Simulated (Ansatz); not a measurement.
Reaction (formal exchange of groups at the Si–C bond): `C[SiH](S)CO` + `FCCCCl` → `C[SiH](S)CCl` + `OCCCF`

Isolated molecules relaxed with PBE0-D4/def2-TZVP in Ansatz; ΔE leaves out vibrations. CCSD(T)/CBS adds triple-zeta CCSD(T) − MP2 to the extrapolated MP2 energy (def2 sets, frozen cores). Functionals use def2-TZVPP. B3LYP here is the variant with VWN-RPA as its local correlation; programs differ in this. One conformer a species, not always the lowest.

| level | ΔE (kcal/mol) | difference from CCSD(T)/CBS |
| --- | --- | --- |
| PBE-D4 | -0.4 | 1.7 |
| r2SCAN-D4 | -1.3 | 0.8 |
| PBE0-D4 | -1.2 | 0.9 |
| ωB97M-V | -1.6 | 0.5 |
| B2PLYP | -1.8 | 0.3 |
| PBE | -0.5 | 1.6 |
| r2SCAN | -1.3 | 0.8 |
| PBE0 | -1.3 | 0.8 |
| B3LYP | -1.5 | 0.6 |
| SCS-MP2/def2-TZVPP | -2.3 | -0.2 |
| HF/def2-QZVPP | -3.6 | -1.5 |
| MP2/def2-QZVPP | -2.2 | -0.1 |
| SCS-MP2/def2-QZVPP | -2.5 | -0.4 |
| HF/CBS(def2) | -3.6 | -1.5 |
| MP2/CBS(def2) | -2.3 | -0.2 |
| CCSD/CBS(def2) | -2.5 | -0.4 |
| CCSD(T)/CBS | -2.1 | 0 |

Largest T1 diagnostic among the species: 0.011.

In def2-TZVPP, CCSD(T) changes the Hartree–Fock value by +1.7 kcal/mol (the triples alone add +0.4 kcal/mol) and MP2 by +1.5 kcal/mol. From PBE to PBE0 (25 % exact exchange), in def2-TZVPP and without D4, ΔE moves by −0.8 kcal/mol.
